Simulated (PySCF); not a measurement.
**From a computed spectrum to the compound**

A species of 4 atoms with charge -1 has these harmonic modes (PBE, small Gaussian bases with core potentials, PySCF 2.14.0):

| cm⁻¹ | km/mol | symmetry |
| --- | --- | --- |
| 132 | 4.3 |  |
| 155 | 15.4 |  |
| 157 | 4.3 |  |
| 454 | 86.1 |  |
| 457 | 86.6 |  |
| 476 | 60.1 |  |

Question: Which species is it, and in which structure?

Answer: [PbF3]− (singlet):
```xyz
4

Pb    0.0000    0.0000   -0.2262
F     1.8651    0.0000    0.8255
F    -0.9325    1.6152    0.8255
F    -0.9325   -1.6152    0.8255
```
Ideal gas at 298.15 K and 1 bar: S = 324.9 J/(mol K), Cp = 73.9 J/(mol K), H − H(0 K) = 17.0 kJ/mol (rigid rotor, harmonic modes, spin degeneracy alone). 
 This is one of several that fit.
